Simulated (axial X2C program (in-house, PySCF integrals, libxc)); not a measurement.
# NaZr: cheaper levels and CCSD(T), two-component

Computed with an in-house relativistic program for diatomic molecules. Two-component (2c) means X2C with spin–orbit coupling and atomic mean-field two-electron Coulomb and Gaunt terms. Basis: Zr dyall-cv3z [11s12p9d6f3g], Na dyall-cv3z [9s8p5d2f] (cores contracted in-house); Gaussian nuclei, density fitting, unrestricted open shells. Masses: Zr 89.905 u, Na 22.990 u.

State: Ω = 1/2 (⟨Sz⟩ = -1.50, ⟨Lz⟩ = 2.00 at HF); fragments Zr + Na.

```
level  Re (Å)  ωe (cm⁻¹)
 PBE0   3.146      144.2
 CCSD   3.117      151.9
PBE50   3.193      135.6
```

Correlated methods: 5 electrons correlated (number of frozen shells: Zr 4 s, 3 p, 1 d; Na 2 s, 1 p), 331 virtual spin orbitals or spinors in MP2, 75 natural virtuals in coupled cluster.

CCSD(T), same Hamiltonian and basis:

Re = 3.078 Å, ωe = 160.2 cm⁻¹; T1 = 0.103 (Lee–Taylor normalisation).

Question: Give the differences from CCSD(T) in the columns below.

Answer: 

```
level  ΔRe (Å)  Δωe (cm⁻¹)
 PBE0    0.068       -16.0
 CCSD    0.039        -8.3
PBE50    0.115       -24.6
```

Occupations by symmetry block were frozen at the best pattern of an incomplete PBE0 search. De is not given where an atomic determinant may have missed its ground term or J level, or where the truncated virtual space spoils (T). Density functionals use the spin component along the axis (collinear). CCSD and (T) use frozen natural virtuals with an MP2 correction for the truncation; (T) itself is uncorrected, so its De runs slightly low. Other states lie close and PBE0, whose exact exchange favours high spin, may order them wrongly; the determinant shown need not be the ground state. The nearest other 2c determinant of the search, Ω = 3/2, lies 0.00 eV up at the distance of the search. Without a current term, density functionals place determinants with orbital angular momentum somewhat too high. The atomic limit has a lower orbital projection than the molecule and lies lower at mean-field level, so De may be about a tenth of an eV too small. With several unpaired electrons one determinant need not be a pure state. The outer-core s and p shells of the metal are frozen in the correlated rows, which leaves out core–valence correlation; for alkali and alkaline-earth bonds that tends to lengthen them. The determinant is spin-polarised beyond a pure state at some levels (its spin-free form has ⟨S²⟩ too high), which makes Re and μ there less reliable. The T1 diagnostic is large, a sign of multireference character. With the outer-core shells frozen, correlated bond lengths of heavy atoms tend to come out a few hundredths of an ångström too long.
